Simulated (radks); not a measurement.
Os I, 76 electrons, occupied as [Xe] 4f14 5d6 6s2 (the NIST ground configuration). All-electron calculation, scalar-relativistic Kohn-Sham, LDA (Slater exchange, VWN5 correlation), spin-polarised, spherical densities, finite nucleus; open shells are filled with parallel spins first (spin-orbit coupling, left out, can overturn this in heavy ions); Fermi nuclear charge, rms radius 5.4126 fm. Program: a radial shooting solver on a logarithmic mesh with Libxc functionals.

Unscreened Slater integrals over Kohn-Sham orbitals (eV). They are taken over the spin-up orbitals.

F0(6s,6s): 8.4666
F0(6s,5d): 9.9521
G2(6s,5d): 2.6914
F0(6s,5p): 10.634
G1(6s,5p): 0.75590
F0(5d,5d): 13.841
F2(5d,5d): 6.9991
F4(5d,5d): 4.5660
F0(5d,5p): 16.333
F2(5d,5p): 7.7268
G1(5d,5p): 9.0716
G3(5d,5p): 5.5719
F0(5p,5p): 20.912
F2(5p,5p): 11.248

Derived for the open shells (J is the average intra-shell exchange parameter used in DFT+U). 5d: Racah B = F2/49 - 5 F4/441 = 0.09107 eV, C = 35 F4/441 = 0.3624 eV, C/B = 3.98, F4/F2 = 0.652, J = (F2 + F4)/14 = 0.8261 eV.
